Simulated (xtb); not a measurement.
C7H9O (SMILES C[OH+]c1ccccc1), charge +1, singlet, at a GFN2-xTB geometry. Base run: GFN0-xTB (xtb).

Geometry (Å):
```xyz
17

C      2.6858     0.4723    -0.2343
O      1.7099     0.2190     0.8139
C      0.3447     0.0325     0.3291
C      0.0122    -1.1982    -0.2033
C     -1.2880    -1.3898    -0.6441
C     -2.2154    -0.3642    -0.5477
C     -1.8567     0.8603    -0.0068
C     -0.5603     1.0701     0.4384
H      3.6646     0.5567     0.2354
H      2.6792    -0.3841    -0.9064
H      2.4493     1.3787    -0.7922
H      1.7057     0.9764     1.4368
H      0.7414    -1.9903    -0.2593
H     -1.5717    -2.3434    -1.0590
H     -3.2249    -0.5208    -0.8925
H     -2.5807     1.6550     0.0721
H     -0.2762     2.0214     0.8654
```
Charge +1, spin multiplicity 1.
All else is at xtb's defaults.
Base energy -21.32000 Eh.

Each row names what was changed in the base input (with any setting that the change needs).

```csv
change,ΔE vs base (kcal/mol),HOMO-LUMO gap (eV)
base,0.000,4.18
etemp = 3000,-0.011,4.18
etemp = 10000,-16.44,4.18
acc = 0.1,0.000,4.18
etemp = 5000,-0.541,4.18
```
